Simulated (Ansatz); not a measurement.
Basis-set extrapolation for CH$_{3}$AlO$_{2}$S (PBE0-D4/def2-TZVP geometry, frozen core, Ansatz 0.2.0). Multiplicity 1, RHF reference.

```json
{"": "HF", "def2-TZVPP": "-829.001925", "def2-QZVPP": "-829.029085"}
{"": "MP2 correlation", "def2-TZVPP": "-0.878994", "def2-QZVPP": "-0.949366"}
{"": "CCSD(T) correlation", "def2-TZVPP": "-0.943465", "def2-QZVPP": "not run"}
```

Energies in hartree. Use E(X) = E(∞) + A·exp(−7.88·√X) for Hartree–Fock and E(X) = E(∞) + B·X^(−2.97) for correlation, with X = 3 and 4, and add CCSD(T) minus MP2 of the smaller set to the MP2 limit.

Task: What is the CCSD(T) energy at the basis-set limit?

Result: HF limit: -829.029085 + (-0.027160) × 0.13774 = -829.03283. MP2 limit: -0.949366 + (-0.070372) × 0.74074 = -1.00149. Higher-order term: -0.943465 − (-0.878994) = -0.06447. Total: -830.09879 hartree, 402.8 kJ/mol below CCSD(T)/def2-TZVPP.
